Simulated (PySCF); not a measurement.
CH4O2Se.

```xyz
8

Se    -0.2789    -0.0558     0.6149
O     -1.2624     1.1193    -0.3520
H     -0.9721     2.0099    -0.0991
O      1.2434    -0.1175    -0.3531
C      1.1778    -0.8413    -1.5759
H      0.4851    -0.3622    -2.2885
H      2.1933    -0.8294    -2.0015
H      0.8613    -1.8880    -1.4211
```

Coordinates come from a B3LYP-D3(BJ)/def2-SVP optimisation. This is a generated structure with no PubChem entry under its InChIKey; it may be hypothetical. Other conformers were not sampled.

These are PBE/pcSseg-1 run with PySCF values and carry that method's errors. Non-relativistic, no solvent.

Question: Give the absolute GIAO shielding of each atom: isotropic value and principal components (ppm). (An estimate is asked for; the answer gives what the named calculation found.)

Answer: 
| atom | σ(iso) | σ11 | σ22 | σ33 | span |
|---|---|---|---|---|---|
| Se1 | -709.3 | -1646.7 | -587.3 | 105.9 | 1752.6 |
| O2 | 222.1 | 33.9 | 179.0 | 453.2 | 419.3 |
| H3 | 26.4 | 19.4 | 23.9 | 35.9 | 16.6 |
| O4 | 184.2 | -57.0 | 214.4 | 395.2 | 452.2 |
| C5 | 112.9 | 67.9 | 95.0 | 175.8 | 107.9 |
| H6 | 26.9 | 22.8 | 25.5 | 32.3 | 9.5 |
| H7 | 26.9 | 23.1 | 24.8 | 32.7 | 9.6 |
| H8 | 27.5 | 24.3 | 25.5 | 32.6 | 8.3 |
